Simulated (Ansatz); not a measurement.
Geometry optimisation, Ansatz, RHF/def2-SVP.

input.yaml

```yaml
crystal:
  periodic: [false, false, false]
  atoms:
    - { symbol: W, position_ang: [0.0, 0.0, 0.0] }
    - { symbol: H, position_ang: [0.0, 0.0, 2.07] }
    - { symbol: H, position_ang: [1.72, 0.0, 0.0] }
    - { symbol: H, position_ang: [0.0, 1.72, 0.0] }
    - { symbol: F, position_ang: [-1.85, 0.0, 0.0] }
    - { symbol: F, position_ang: [0.0, -1.85, 0.0] }
    - { symbol: F, position_ang: [0.0, 0.0, -1.85] }
    - { symbol: "N", position_ang: [1.5589, -1.6343, 0.7505] }
    - { symbol: H, position_ang: [1.2569, -2.6447, 0.8582] }
    - { symbol: H, position_ang: [2.5551, -1.3519, 0.977] }
    - { symbol: H, position_ang: [0.7487, -0.785, 1.9573] }
basis:
  gaussian: { orbitals: def2-SVP }
hamiltonian:
  xc: hf
relax:
  f_tol: 0.15
  max_steps: 25
  restrain:
    - { distance: [0, 7], at: 3.28, k: 30.0 }
    - { distance: [10, 1], at: 1.86, k: 30.0 }
    - { distance: [0, 1], at: 1.72, k: 30.0 }
    - { distance: [10, 7], at: 1.06, k: 30.0 }
```

Run as:

```bash
$ ansatz run input.yaml --threads 2 --pin off --max-ram 3072MiB --backend cpu --events-out ev --progress --plain --runs-dir out
```

**Question.** Where does it end, and by what steps?

**Answer.** It converged. The restraints hold the end off the free minimum; the threshold counts their pulls, which the force column leaves out. Restrained pairs: W1–N8 (2.38 → 3.28 Å), H2–H11 (1.09 → 1.87 Å), W1–H2 (2.07 → 1.70 Å), N8–H11 (1.68 → 1.02 Å). After 15 steps the energy has fallen by 9.574 eV (the restraints' own energy left out); H3 moved furthest, 1.13 Å. The start is strongly strained (largest force component 12 eV/Å), so its close contacts needn't be bonds.

```
step  energy less start (eV)  largest force component (eV/Å)  accepted
   0                  0.0000                          12.463       yes
   1                 -1.7914                           7.065       yes
   2                 -3.5717                           6.767       yes
   3                 -5.0486                           5.739       yes
   4                 -6.0632                           3.464       yes
   5                 -6.9065                           2.670       yes
   6                 -7.8561                           1.633       yes
   7                 -8.3496                           1.873       yes
   8                 -8.6051                           1.050       yes
   9                 -8.7044                           1.119       yes
  10                 -8.8203                           1.478       yes
  11                 -9.0553                           1.459       yes
  12                 -9.3138                           1.455       yes
  13                 -9.5396                           0.862       yes
  14                 -9.5736                           0.913       yes
  15                 -9.5742                           0.876       yes
```

```xyz
11
Properties=species:S:1:pos:R:3
W -0.336 -0.057 -0.047
H 0.114 -0.048 1.589
H 1.015 0.821 0.316
H -0.553 1.375 0.732
F -1.895 0.614 -0.826
F -0.957 -1.725 0.545
F 0.719 -0.316 -1.572
N 2.109 -1.897 1.138
H 1.565 -2.628 0.721
H 2.678 -1.418 0.469
H 1.529 -1.266 1.698
```

The run took 61 s on 2 threads of Arm Neoverse N1, with other jobs on the host, peak memory 0.33 GiB.
